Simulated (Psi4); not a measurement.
Cr, charge +1, quartet (a state made from the parent by changing its charge; the spin is typed, not shown lowest); HF/def2-SVP in Psi4.

Psi4 was given this input:
```
memory 2 GB

molecule mol {
1 4
Cr    0.000000    0.000000    0.000000
}

set {
  basis def2-svp
  reference rohf
}

energy('scf')
print_variables()
```

The log (banner, timings and long lists left out):

```
   => Loading Basis Set <=

    Name: DEF2-SVP
    Role: ORBITAL
    Keyword: BASIS

         ---------------------------------------------------------
                                   SCF
               by Justin Turney, Rob Parrish, Andy Simmonett
                          and Daniel G. A. Smith
                             ROHF Reference
         ---------------------------------------------------------

  ==> Geometry <==

    Molecular point group: d2h
    Geometry (in Angstrom), charge = 1, multiplicity = 4:

       Center              X                  Y                   Z               Mass
    ------------   -----------------  -----------------  -----------------  -----------------
         CR           0.000000000000     0.000000000000     0.000000000000    51.940506230000

  Running in d2h symmetry.

  Rotational constants: A = ************  B = ************  C = ************ [cm^-1]
  Rotational constants: A = ************  B = ************  C = ************ [MHz]
  Nuclear repulsion =    0.000000000000000

  Charge       = 1
  Multiplicity = 4
  Electrons    = 23
  Nalpha       = 13
  Nbeta        = 10

  ==> Algorithm <==

  SCF Algorithm Type is DF.
  DIIS enabled.
  MOM disabled.
  Fractional occupation disabled.
  Guess Type is CORE.
  Energy threshold   = 1.00e-06
  Density threshold  = 1.00e-06
  Integral threshold = 1.00e-12

  ==> Primary Basis <==

  Basis Set: DEF2-SVP
    Blend: DEF2-SVP
    Number of shells: 11
    Number of basis functions: 31
    Number of Cartesian functions: 36
    Spherical Harmonics?: true
    Max angular momentum: 3

   => Loading Basis Set <=

    Name: (DEF2-SVP AUX)
    Role: JKFIT
    Keyword: DF_BASIS_SCF

  ==> Integral Setup <==

  SCF_SUBTYPE=INCORE selected. In-core MEM_DF algorithm will be used.
  Using in-core AOs.

  ==> MemDFJK: Density-Fitted J/K Matrices <==

    J tasked:                   Yes
    K tasked:                   Yes
    wK tasked:                   No
    Algorithm:                 Core
    Schwarz Cutoff:           1E-12
    Mask sparsity (%):       0.0000
    Fitting Condition:        1E-10

   => Auxiliary Basis Set <=

  Basis Set: (DEF2-SVP AUX)
    Blend: DEF2-UNIVERSAL-JKFIT
    Number of shells: 58
    Number of basis functions: 264
    Number of Cartesian functions: 377
    Spherical Harmonics?: true
    Max angular momentum: 6

  Minimum eigenvalue in the overlap matrix is 1.2157773840E-01.
  Reciprocal condition number of the overlap matrix is 5.7994372938E-02.
    Using symmetric orthogonalization.

  ==> Pre-Iterations <==

  SCF Guess: Core (One-Electron) Hamiltonian.

   -------------------------------------------------------
    Irrep   Nso     Nmo     Nalpha   Nbeta   Ndocc  Nsocc
   -------------------------------------------------------
     Ag         9       9       5       4       4       1
     B1g        2       2       1       0       0       1
     B2g        2       2       1       0       0       1
     B3g        2       2       0       0       0       0
     Au         1       1       0       0       0       0
     B1u        5       5       2       2       2       0
     B2u        5       5       2       2       2       0
     B3u        5       5       2       2       2       0
   -------------------------------------------------------
    Total      31      31      13      10      10       3
   -------------------------------------------------------

  ==> Iterations <==

                           Total Energy        Delta E     RMS |[F,P]|

    Occupation by irrep:
             Ag   B1g   B2g   B3g    Au   B1u   B2u   B3u
    DOCC [     4,    0,    0,    0,    0,    2,    2,    2 ]
    SOCC [     2,    0,    0,    0,    0,    0,    1,    0 ]
    NA   [     6,    0,    0,    0,    0,    2,    3,    2 ]
    NB   [     4,    0,    0,    0,    0,    2,    2,    2 ]

   @DF-ROHF iter   1: -1041.06709058240813   -1.04107e+03   8.00384e-02 DIIS
    Occupation by irrep:
             Ag   B1g   B2g   B3g    Au   B1u   B2u   B3u
    DOCC [     4,    0,    0,    0,    0,    2,    2,    2 ]
    SOCC [     1,    1,    1,    0,    0,    0,    0,    0 ]
    NA   [     5,    1,    1,    0,    0,    2,    2,    2 ]
    NB   [     4,    0,    0,    0,    0,    2,    2,    2 ]

   @DF-ROHF iter   2: -1039.84624244593215    1.22085e+00   8.35550e-02 DIIS
   @DF-ROHF iter   3: -1042.66265159058867   -2.81641e+00   3.06806e-02 DIIS
   @DF-ROHF iter   4: -1042.79230094516129   -1.29649e-01   1.54611e-02 DIIS
   @DF-ROHF iter   5: -1042.83412530012038   -4.18244e-02   1.80670e-03 DIIS
   @DF-ROHF iter   6: -1042.83432929527612   -2.03995e-04   2.43084e-03 DIIS
   @DF-ROHF iter   7: -1042.83705647914940   -2.72718e-03   1.33259e-03 DIIS
   @DF-ROHF iter   8: -1042.83897533899562   -1.91886e-03   1.28195e-03 DIIS
   @DF-ROHF iter   9: -1042.84109917021328   -2.12383e-03   1.20202e-03 DIIS
   @DF-ROHF iter  10: -1042.84745493341370   -6.35576e-03   8.77292e-04 DIIS
   @DF-ROHF iter  11: -1042.84853074387729   -1.07581e-03   9.93553e-04 DIIS
   @DF-ROHF iter  12: -1042.84997444579858   -1.44370e-03   9.73597e-04 DIIS
   @DF-ROHF iter  13: -1042.85058312641650   -6.08681e-04   5.84627e-04 DIIS
   @DF-ROHF iter  14: -1042.85107191117709   -4.88785e-04   3.14237e-04 DIIS
   @DF-ROHF iter  15: -1042.85123777725789   -1.65866e-04   1.22580e-04 DIIS
   @DF-ROHF iter  16: -1042.85125242933600   -1.46521e-05   7.71103e-05 DIIS
   @DF-ROHF iter  17: -1042.85125448681674   -2.05748e-06   6.50608e-05 DIIS
   @DF-ROHF iter  18: -1042.85126358513935   -9.09832e-06   3.07585e-05 DIIS
   @DF-ROHF iter  19: -1042.85126641692204   -2.83178e-06   2.06356e-05 DIIS
   @DF-ROHF iter  20: -1042.85126687655361   -4.59632e-07   4.29051e-06 DIIS
   @DF-ROHF iter  21: -1042.85126690148286   -2.49292e-08   1.14468e-06 DIIS
   @DF-ROHF iter  22: -1042.85126690184188   -3.59023e-10   7.23575e-07 DIIS
  Energy and wave function converged.

  ==> Post-Iterations <==

    Orbital Energies [Eh]
    ---------------------

    Doubly Occupied:

[...]
       4Ag    -0.569231

    Singly Occupied:

[...]
    Virtual:

[...]
    Final Occupation by Irrep:
             Ag   B1g   B2g   B3g    Au   B1u   B2u   B3u
    DOCC [     4,    0,    0,    0,    0,    2,    2,    2 ]
    SOCC [     1,    1,    1,    0,    0,    0,    0,    0 ]
    NA   [     5,    1,    1,    0,    0,    2,    2,    2 ]
    NB   [     4,    0,    0,    0,    0,    2,    2,    2 ]

  @DF-ROHF Final Energy: -1042.85126690184188

   => Energetics <=

    Nuclear Repulsion Energy =              0.0000000000000000
    One-Electron Energy =               -1432.3829135387004499
    Two-Electron Energy =                 389.5316466368585679
    Total Energy =                      -1042.8512669018418819

Computation Completed

Properties will be evaluated at   0.000000,   0.000000,   0.000000 [a0]

Properties computed using the SCF density matrix

 Multipole Moments:

 ------------------------------------------------------------------------------------
     Multipole            Electronic (a.u.)      Nuclear  (a.u.)        Total (a.u.)
 ------------------------------------------------------------------------------------

 L = 1.  Multiply by 2.5417464519 to convert [e a0] to [Debye]
 Dipole X            :          0.0000000            0.0000000            0.0000000
 Dipole Y            :          0.0000000            0.0000000            0.0000000
 Dipole Z            :          0.0000000            0.0000000            0.0000000
 Magnitude           :                                                    0.0000000

 ------------------------------------------------------------------------------------

  Variable Map:
  ----------------------------------------------------------------------------
[...]
  Array Variable Map:
  ----------------------------------------------------------------------------
[...]
[...]
```
